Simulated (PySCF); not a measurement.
# C$_{5}$H$_{12}$FPSi: full NMR table

| Property | Result |
| --- | --- |
| Formula | C5H12FPSi |
| SMILES | CC(C)/C(F)=P\C[SiH3] |
| Point group of the computed structure | C1 |
| Carbon signals | 4 |
| Proton signals | 4 |

Molfile (atoms numbered from 1):
```
C5H12FPSi
     RDKit          3D

 20 19  0  0  0  0  0  0  0  0999 V2000
   -2.3218   -0.6864    0.2002 C   0  0  0  0  0  0  0  0  0  0  0  0
   -1.0298    0.0569   -0.1511 C   0  0  0  0  0  0  0  0  0  0  0  0
   -1.3136    1.4650   -0.6793 C   0  0  0  0  0  0  0  0  0  0  0  0
   -0.2458   -0.7251   -1.1567 C   0  0  0  0  0  0  0  0  0  0  0  0
   -0.9232   -0.8374   -2.3127 F   0  0  0  0  0  0  0  0  0  0  0  0
    1.2575   -1.4936   -1.1186 P   0  0  0  0  0  0  0  0  0  0  0  0
    1.8596   -1.1384    0.6059 C   0  0  0  0  0  0  0  0  0  0  0  0
    2.7014    0.5445    0.7834 Si  0  0  0  0  0  4  0  0  0  0  0  0
   -2.9467   -0.8193   -0.6954 H   0  0  0  0  0  0  0  0  0  0  0  0
   -2.9021   -0.1173    0.9421 H   0  0  0  0  0  0  0  0  0  0  0  0
   -2.1082   -1.6819    0.6167 H   0  0  0  0  0  0  0  0  0  0  0  0
   -0.4166    0.1449    0.7578 H   0  0  0  0  0  0  0  0  0  0  0  0
   -1.8973    1.4193   -1.6104 H   0  0  0  0  0  0  0  0  0  0  0  0
   -0.3792    2.0067   -0.8867 H   0  0  0  0  0  0  0  0  0  0  0  0
   -1.8902    2.0410    0.0601 H   0  0  0  0  0  0  0  0  0  0  0  0
    2.6206   -1.9080    0.8192 H   0  0  0  0  0  0  0  0  0  0  0  0
    1.0721   -1.2605    1.3667 H   0  0  0  0  0  0  0  0  0  0  0  0
    1.7114    1.6467    0.5903 H   0  0  0  0  0  0  0  0  0  0  0  0
    3.7765    0.6797   -0.2443 H   0  0  0  0  0  0  0  0  0  0  0  0
    3.3106    0.6839    2.1436 H   0  0  0  0  0  0  0  0  0  0  0  0
  1  2  1  0
  2  3  1  0
  2  4  1  0
  4  5  1  0
  4  6  2  0
  6  7  1  0
  7  8  1  0
  1  9  1  0
  1 10  1  0
  1 11  1  0
  2 12  1  0
  3 13  1  0
  3 14  1  0
  3 15  1  0
  7 16  1  0
  7 17  1  0
  8 18  1  0
  8 19  1  0
  8 20  1  0
M  END
```

Computational details: coordinates at the PBE0-D3(BJ)/def2-SVP level, HF/pcSseg-1 with gauge-including orbitals, in PySCF (non-relativistic, isolated molecule, one computed conformer, rapidly exchanging positions averaged).

Scale: 1H (σref 31.69) and 13C (σref 190.85) and 29Si (σref 393.43) against TMS; 19F (σref 246.35) against CFCl3; H3PO4 for 31P (σref 356.22) (reference shieldings calculated alike).

```tsv
carbon	δC, type	δH (multiplicity)	HMBC from (2–3 bonds)	span of the C tensor (ppm)
C1/C3	20.2, CH3	1.17 (d)	H12, H9/H10/H11/H13/H14/H15	37
C2	30.8, CH	2.62 (m)	H9/H10/H11/H13/H14/H15	26
C4	251.2, C	–	H12, H9/H10/H11/H13/H14/H15, H16/H17	397
C7	-1.5, CH2	0.71 (m)	H18/H19/H20	23
```

Other nuclei:
```json
{"atoms": "H18/H19/H20", "nucleus": "1H", "environment": "hydrogen on a silicon bonded to C", "δ (ppm)": "3.72", "σ (ppm)": "27.96"}
{"atoms": "F5", "nucleus": "19F", "environment": "fluorine bonded to C", "δ (ppm)": "-53.1", "σ (ppm)": "299.5"}
{"atoms": "P6", "nucleus": "31P", "environment": "phosphorus bonded to 2 C", "δ (ppm)": "168.1", "σ (ppm)": "188.1"}
{"atoms": "Si8", "nucleus": "29Si", "environment": "silicon bonded to C, 3 H", "δ (ppm)": "-59.7", "σ (ppm)": "453.2"}
```

- δC 251.2: carbon double-bonded to a heavier main-group atom.
- δC 30.8: sp3 CH; saturated and bonded to C and H only.
- δC 20.2: methyl carbon; a saturated carbon with 1 carbon neighbour and no heteroatom attached.
- δC -1.5: sp3 CH2 bonded to P and Si; an electropositive neighbour leaves it electron-rich and shielded.
- δH 0.71: hydrogen on an sp3 CH2 bonded to P and Si; an electropositive neighbour shields it, as in TMS itself.

Splittings by 19F and 31P in the carbon and heteronuclear signals aren't shown, as no couplings were computed. Shifts are as computed. Against solution values, carbons near 30 ppm lie about -0 ppm off and those near 130 ppm about +7 ppm. Of 1313 compounds with measured shifts, 239 miss one by over three times the rms of a fit or turn the order of signals round; such compounds aren't used in these exercises. Unscaled 19F shifts against computed CFCl3 carry errors that often reach 10 to 50 ppm. Experimental scales use liquid or dissolved standards, which lie at an offset from isolated H3PO4. Multiplicities follow the n + 1 count of equivalent neighbours, as no J values were calculated; m marks all less simple cases, F and P coupling included.
